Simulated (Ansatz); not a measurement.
Correlation energies of CH₃BClFOSi (`FB1OC[SiH]1Cl`) by basis set

```xyz
9

F     1.1601   -0.6770   -2.3832
B     0.6063   -0.2866   -1.2599
O     0.8318    0.9455   -0.7280
C     0.0818    0.9643    0.5306
Si   -0.6375   -0.7797    0.2459
Cl   -0.1017   -2.1919    1.6366
H    -0.6106    1.8074    0.5186
H     0.7795    1.0760    1.3611
H    -2.1097   -0.8580    0.0783
```

Charge 0, multiplicity 1. The geometry is a stationary point of PBE0-D4/def2-TZVP. Frozen core, restricted reference, Ansatz. CBS rows extrapolate triple and quadruple zeta; past MP2 they add the triple-zeta difference.

```csv
basis,HF (Eh),MP2 corr.,CCSD corr.,(T),CCSD(T) total
def2-TZVPP,-987.28127,?,?,?,?
def2-QZVPP,?,-1.12726,–,–,–
CBS(def2),-987.31813,-1.19287,-1.23200,as TZ,-988.59353
```

Question: Fill in the withheld values. (Best estimate.)

Answer: The calculation gave: def2-TZVPP MP2 corr.: -1.03867; def2-TZVPP CCSD corr.: -1.07780; def2-TZVPP (T): -0.04340; def2-TZVPP CCSD(T) total: -988.40247; def2-QZVPP HF (Eh): -987.31367.
